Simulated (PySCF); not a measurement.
**Computed properties of C2H8Hf, SMILES [CH3][HfH2][CH3], multiplicity 1**

Hf(Me)2(H)2 (C₂H₈Hf), SMILES [CH3][HfH2][CH3], multiplicity 1. Coordinates come from a r2SCAN-D4/def2-SVP optimisation. The spin state was assumed, not searched. The structure was generated by enumeration; whether it is a known compound was not checked. The def2 effective core potentials stand for the cores of Hf; spin–orbit coupling is left out. Other conformers were not sampled. All values are computed for the isolated molecule unless a solvent is named; none is compared with measurement here.

**Structure.** The optimised structure has C2v symmetry. All 27 harmonic modes at r2SCAN-D4/def2-SVP (PySCF) are real, so it is a minimum. With heavy atoms numbered as in [HfH2:1]([CH3:2])[CH3:6], the shortest bond between them is Hf1–C2 at 2.188 Å and the longest Hf1–C6 at 2.188 Å.

**Vibrations.** The strongest infrared lines (harmonic, unscaled, degenerate partners summed) lie at 1670 cm⁻¹ (550 km/mol, H 99 %), 1706 cm⁻¹ (318 km/mol, H 100 %), 575 cm⁻¹ (238 km/mol, H 72 %, C 21 %). The softest mode is at 78 cm⁻¹ and the zero-point energy is 49.1 kcal/mol.

**Electronic structure.** ωB97X/def2-TZVPD (PySCF) places the frontier levels at -10.24 and 0.63 eV, a gap of 10.87 eV, and gives a dipole moment of 1.09 D and a mean polarisability of 73.7 bohr³. PBE/def2-TZVPD (PySCF) at the same geometry gives -6.51 and -2.20 eV, so its gap is 6.56 eV narrower. An orbital gap is neither the optical nor the fundamental gap.

**Excitations.** TDA-CAM-B3LYP/def2-SVPD (PySCF) has S1 at 4.78 eV (259 nm, f = 0.000, dark); the most intense of the 10 singlets computed lies at 5.31 eV (f = 0.02). T1 (TDA) is at 4.36 eV, 0.42 eV under S1. TDA-PBE/def2-SVPD (PySCF) puts S1 at 4.32 eV. No vertical singlet excitation falls in the visible range (under 3.1 eV).
